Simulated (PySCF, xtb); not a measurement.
C₂H₄F₂Si, SMILES F[SiH2]C(=C)F.

Coordinates come from a B3LYP-D3(BJ)/def2-SVP optimisation. This is a generated structure with no PubChem entry under its InChIKey; it may be hypothetical. The values are those of a single conformer.

These are IEF-PCM-M06-2X/def2-SVP (PySCF) values and carry that method's errors.

The values are the electrostatic part of the solvation free energy, E(continuum) − E(gas) at the gas-phase geometry, in a cavity of scaled van der Waals radii (PySCF's table); cavitation and dispersion terms are not included. In vacuum the orbital gap is 9.69 eV. The dipole moment in vacuum is 0.06 D.

Question: Estimate the values in water (ε = 78.36), cyclohexanone (ε = 15.62), ethylethanoate (ε = 5.99). (An estimate is asked for; the answer gives what the named calculation found.)

Answer: 
```csv
solvent,ε,ΔG(elec) (kcal/mol),dipole (D),gap (eV)
water,78.36,-2.4,0.11,9.73
cyclohexanone,15.62,-2.2,0.11,9.73
ethylethanoate,5.99,-1.9,0.10,9.72
```

For comparison, GFN2-xTB/ALPB(water) (xtb, at the GFN2-xTB geometry, all terms of that model) gives -0.6 kcal/mol.
